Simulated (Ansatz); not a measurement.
Consider the substitution at a C–B bond: `C[B](C)[GeH3]` + `C[SiH](O)[SiH3]` → `CO[SiH](C)[SiH3]` + `C[BH][GeH3]`.

Calculated with Ansatz (gas phase, PBE0-D4/def2-TZVP geometries, no zero-point term in ΔE). CCSD(T)/CBS adds triple-zeta CCSD(T) − MP2 to the extrapolated MP2 energy (def2 sets, frozen cores). Functionals use def2-TZVPP. B3LYP here is the variant with VWN-RPA as its local correlation; programs differ in this. For Ge outer-core shells are correlated without core-valence functions, which leaves a few kJ/mol of doubt a bond. Scalar relativity is left out up to krypton. One conformer a species, not always the lowest.

```csv
level,ΔE (kJ/mol),difference from CCSD(T)/CBS
r2SCAN-D4,107.8,1.0
PBE0-D4,106.8,0.0
B2PLYP,101.9,-4.9
B3LYP,98.7,-8.1
HF/def2-TZVPP,87.8,-19.0
SCS-MP2/def2-TZVPP,101.6,-5.2
MP2/def2-QZVPP,112.1,5.3
HF/CBS(def2),87.3,-19.5
MP2/CBS(def2),113.7,6.9
CCSD/CBS(def2),105.5,-1.3
CCSD(T)/CBS,106.8,0
```

Largest T1 diagnostic among the species: 0.012.

In def2-TZVPP, CCSD(T) changes the Hartree–Fock value by +15.6 kJ/mol (the triples alone add +1.3 kJ/mol) and MP2 by +22.5 kJ/mol.
